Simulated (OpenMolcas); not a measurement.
## Cr3+: ligand-field states by method

Cr3+ with 4 ligands (chloride) in tetrahedral coordination (Td) at 2.25 Å. A charge of +0.25 e stands 2.4 Å behind each ligand. Ligand basis ANO-RCC-VDZP.

```
Program             : OpenMolcas
Basis               : ANO-RCC-VTZP [6s5p3d2f1g]
Scalar Hamiltonian  : DKH2, point nucleus
Active space        : 3 electrons in 5 orbitals (3d)
State averaging     : 2S+1 = 4 even, 10 roots; 2S+1 = 2 even, 40 roots
Spin-orbit coupling : state interaction with AMFI integrals over the reference wave functions
```

I. CASSCF
II. SS-CASPT2, IPEA 0.25 Eh, imaginary shift 0.1 Eh (closed shells correlated: 3s 3p and the ligand valence shells)

Spin-free states (labels of Td) in cm-1, each column counted from its own energy of the first state listed:

| State | Degeneracy | I | II |
| --- | --- | --- | --- |
| 4T1 | 3 | 0 | 0 |
| 4T2 | 3 | 4685 | 5460 |
| 4A2 | 1 | 10160 | 12770 |
| 2E | 2 | 13434 | 7550 |
| 2T1 | 3 | 16649 | 10220 |
| 2T2 | 3 | 17235 | 10300 |
| 4T1 | 3 | 18775 | 14760 |
| 2A1 | 1 | 19293 | 13150 |
| 2T1 | 3 | 21530 | 13660 |
| 2T2 | 3 | 23543 | 16800 |
| 2T1 | 3 | 23688 | 17510 |
| 2E | 2 | 24726 | 18090 |
| 2T1 | 3 | 27510 | 22770 |
| 2T2 | 3 | 27587 | 20440 |
| 2E | 2 | 27990 | 22800 |
| 2T2 | 3 | 37840 | 27150 |
| 2A2 | 1 | 38239 | 28180 |
| 2T1 | 3 | 38245 | 28450 |
| 2E | 2 | 57411 | 43380 |
| 2T2 | 3 | 58009 | 43990 |

From I to II, I's first state of the same spin (4T2) moves from 4685 to 5460 cm-1, by about +780 cm-1.

From I to II, I's first state of another spin (2E) moves from 13434 to 7550 cm-1, by about -5900 cm-1.

χT at 300 K: I 1.47, II 1.47 cm3 K/mol.

Roots that are degenerate in the reference are averaged as groups; the widest CASPT2 spread within a group is 630 cm-1 (the 3-fold group of multiplicity 4 near 5460 cm-1 above the lowest state of its run, II). Shifts and gaps below about the spread of the groups concerned are not significant. Over all roots computed the reference weight is 0.70 to 0.73 in II; a low but even weight reflects the number of correlated electrons. An orbital triplet at a regular site is open to Jahn-Teller coupling, which can distort the site and quench the lowest spin-orbit gaps and is left out. Ligand-to-metal charge-transfer states are missing. With no ligand orbital active B as a rule stays too high, so bands that hang on it stand too high and its fall with covalency is understated. Without dynamic correlation the repulsion within the d shell is too large (B by tens of per cent), so at a given field states of lower spin stand too high (holds for I). With metal d orbitals alone and no dynamic correlation the field as a rule comes out too small, by tens of per cent, by up to half for chloride and softer ligands (holds for I). These CASPT2 states fit no ligand-field parameters well, so their order and spin gaps are uncertain (holds for II). With one d shell and no ligand orbital active, 10Dq can be off by a tenth or more (holds for II). No measured value stands beside these numbers; the geometry is a model, was not optimised and need not be the one that this ion takes.
